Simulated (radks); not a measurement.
The numbers below are computed, except where a source is named.
Q: The mean radii <r> (bohr) of the occupied orbitals of an atom or ion are listed with their occupations. Level of theory: scalar-relativistic Kohn-Sham, LDA (Slater exchange, VWN5 correlation), spin-polarised, spherical densities, finite nucleus; Fermi nuclear charge, rms radius of each element as measured or else 0.836 A^(1/3) + 0.57 fm (a radial shooting solver on a logarithmic mesh with Libxc functionals).

orbital  occ.      <r>
1s          2  0.05038
2s          2   0.2266
2p          6   0.1984
3s          2   0.6830
3p          6   0.7147
3d         10   0.8799

Name the element and its charge. Open shells, if any, are filled with parallel spins first.

A: Z = 30, zinc, charge +2: Zn2+ in [Ar] 3d10. The 1s radius gives Z: for a bare nucleus <r> = (2 gamma + 1)/(2Z) with gamma = sqrt(1 - (Z/c)^2), 0.04919 bohr for Z = 30, and screening makes it slightly larger (0.05038 here). The occupations add up to 28, and the charge is Z minus that.
